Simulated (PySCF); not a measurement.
All values below come from PySCF with B3LYP-D3(BJ)/def2-TZVP // M06-2X/def2-TZVP. Isolated molecules, 0 K electronic values unless said otherwise. B3LYP has the VWN-RPA correlation part, as in Gaussian. Excitations are Tamm–Dancoff values on a coarser integration grid. The basis has no diffuse functions, so Rydberg states are missing or too high.

Reference species (SMILES): `BNC` (neutral, multiplicity 1).

```yaml
S1 oscillator strength: 0.003
T1 excitation (TDA): 5.48 eV
```

Changed species: `[BH2][GeH3]` (X = germyl; the reference has X = methylamino).

Predict the effect on the S1 oscillator strength and T1 excitation (TDA).

the S1 oscillator strength stays essentially unchanged; the T1 excitation (TDA) falls by 2.10 eV, to 3.38 eV.
